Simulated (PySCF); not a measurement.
ClCs, charge +1, doublet, geometry from GFN2-xTB (such geometries of metal compounds can be far from the true shape) (a state made from the parent by changing its charge; the spin is typed, not shown lowest) (all electrons, no relativity), with bond 2-1 at 1.3 times its length. Base run: R2SCAN/3-21G (PySCF).

Here is a job for PySCF.
```python
from pyscf import gto, scf, dft

mol = gto.M(
    atom='''
Cs   -0.000000   -0.000000   -0.811463
Cl    0.000000    0.000000    3.656356
''',
    basis='3-21g',
    charge=1,
    spin=1,
    verbose=4,
)

mf = dft.UKS(mol)
mf.xc = 'r2scan'
mf.kernel()
mf.analyze()
```

Each row names what was changed in the base input (with any setting that the change needs).

```json
[
 {"change": "base", "ΔE vs base (mEh)": "0.000", "SCF cycles": "12", "<S^2>": "0.750", "outcome": "converged"},
 {"change": "DIIS = ADIIS", "ΔE vs base (mEh)": "-", "SCF cycles": "50", "<S^2>": "-", "outcome": "not converged"},
 {"change": "damp = 0.5; diis_start_cycle = 5", "ΔE vs base (mEh)": "0.000", "SCF cycles": "23", "<S^2>": "0.750", "outcome": "converged"},
 {"change": "solver = newton", "ΔE vs base (mEh)": "0.002", "SCF cycles": "-", "<S^2>": "0.750", "outcome": "converged"},
 {"change": "conv_tol = 1e-6", "ΔE vs base (mEh)": "0.000", "SCF cycles": "5", "<S^2>": "0.750", "outcome": "converged"},
 {"change": "conv_tol_grad = 1e-3", "ΔE vs base (mEh)": "0.000", "SCF cycles": "12", "<S^2>": "0.750", "outcome": "converged"},
 {"change": "DIIS = EDIIS", "ΔE vs base (mEh)": "0.000", "SCF cycles": "16", "<S^2>": "0.750", "outcome": "converged"},
 {"change": "init_guess = huckel", "ΔE vs base (mEh)": "4.296", "SCF cycles": "7", "<S^2>": "0.750", "outcome": "another SCF solution"},
 {"change": "init_guess = 1e", "ΔE vs base (mEh)": "0.001", "SCF cycles": "14", "<S^2>": "0.750", "outcome": "converged"},
 {"change": "diis = off (with mf.max_cycle = 100)", "ΔE vs base (mEh)": "-", "SCF cycles": "100", "<S^2>": "-", "outcome": "not converged"},
 {"change": "conv_tol_grad = 1e-7", "ΔE vs base (mEh)": "0.000", "SCF cycles": "23", "<S^2>": "0.750", "outcome": "converged"},
 {"change": "level_shift = 0.1 (with mf.max_cycle = 100)", "ΔE vs base (mEh)": "0.000", "SCF cycles": "7", "<S^2>": "0.750", "outcome": "converged"},
 {"change": "diis_space = 2", "ΔE vs base (mEh)": "-", "SCF cycles": "50", "<S^2>": "-", "outcome": "not converged"}
]
```

A guess, shift, damping, solver or small numerical setting can't move a converged solution much, so rows marked as another SCF solution ended in a different state.

Open shells are given as the SCF converged; they aren't shown to be the lowest states, and a large step between rows can be another state.
